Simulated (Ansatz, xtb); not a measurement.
# C5H7NSi2: which of two isomers lies lower

We compare a, `N#C[SiH]1C=CC=C1[SiH3]`, a singlet, with b, `N#C[Si]1([SiH3])C=CC=C1`, a singlet. Both are isolated molecules in the gas phase, relaxed with B3LYP-D3(BJ)/def2-SVP.

Quicker runs give these differences E(b) − E(a): GFN2-xTB +26.45 kJ/mol; HF/STO-3G −9.99 kJ/mol (at GFN2-xTB geometries); r2SCAN-D4/def2-SVP +3.60 kJ/mol (at GFN2-xTB geometries).

Task: Estimate E(b) − E(a) at the level CCSD(T)/def2-SVP + ΔMP2/def2-TZVPP.

Result: Calculated at CCSD(T)/def2-SVP + ΔMP2/def2-TZVPP: E(b) − E(a) = +6.45 kJ/mol, so structure a lies lower.

How the difference moves with the method:

```json
{"level": "GFN2-xTB", "geometry": "GFN2-xTB", "E(b) − E(a) (kJ/mol)": "+26.45", "departure from the last row (kJ/mol)": "+20.00", "job, with rough time for the two": "optimisation, 0.32 s"}
{"level": "HF/STO-3G", "geometry": "GFN2-xTB", "E(b) − E(a) (kJ/mol)": "−9.99", "departure from the last row (kJ/mol)": "−16.44", "job, with rough time for the two": "single point, 1 s"}
{"level": "r2SCAN-D4/def2-SVP", "geometry": "GFN2-xTB", "E(b) − E(a) (kJ/mol)": "+3.60", "departure from the last row (kJ/mol)": "−2.85", "job, with rough time for the two": "single point, 5.9 s"}
{"level": "B3LYP-D3(BJ)/def2-SVP", "geometry": "B3LYP-D3(BJ)/def2-SVP", "E(b) − E(a) (kJ/mol)": "+2.77", "departure from the last row (kJ/mol)": "−3.69", "job, with rough time for the two": "optimisation, 1.9 min"}
{"level": "HF/def2-SVP", "geometry": "B3LYP-D3(BJ)/def2-SVP", "E(b) − E(a) (kJ/mol)": "+15.38", "departure from the last row (kJ/mol)": "+8.92", "job, with rough time for the two": "part of the CCSD(T) run"}
{"level": "MP2/def2-SVP", "geometry": "B3LYP-D3(BJ)/def2-SVP", "E(b) − E(a) (kJ/mol)": "+11.06", "departure from the last row (kJ/mol)": "+4.61", "job, with rough time for the two": "part of the CCSD(T) run"}
{"level": "CCSD(T)/def2-SVP", "geometry": "B3LYP-D3(BJ)/def2-SVP", "E(b) − E(a) (kJ/mol)": "+6.81", "departure from the last row (kJ/mol)": "+0.36", "job, with rough time for the two": "single point"}
{"level": "CCSD(T)/def2-SVP + ΔMP2/def2-TZVPP", "geometry": "B3LYP-D3(BJ)/def2-SVP", "E(b) − E(a) (kJ/mol)": "+6.45", "departure from the last row (kJ/mol)": "", "job, with rough time for the two": "single point, 2.7 min"}
```

As drawn, b has 1 Si–Si, 1 C–H in place of 1 C–Si, 1 Si–H.

HF/STO-3G puts the two in the other order. The largest departure from CCSD(T)/def2-SVP + ΔMP2/def2-TZVPP is that of GFN2-xTB, 20.00 kJ/mol. The last row adds to CCSD(T) the change of the MP2 difference between the two basis sets, here −0.36 kJ/mol.

With thermal terms from frequencies at re-optimised GFN2-xTB minima (ideal gas, soft modes damped towards free rotors, one conformer each, 298.15 K, 1 atm): on the last row, ΔE + ΔZPE = +12.23, ΔH = +13.09, ΔG = +8.89 kJ/mol.

The correlated steps freeze 16 core orbitals. Run with Ansatz 0.2.0, xtb 6.7.1; the last row on 2 threads of Intel(R) Xeon(R) Processor @ 2.70GHz on a shared host.
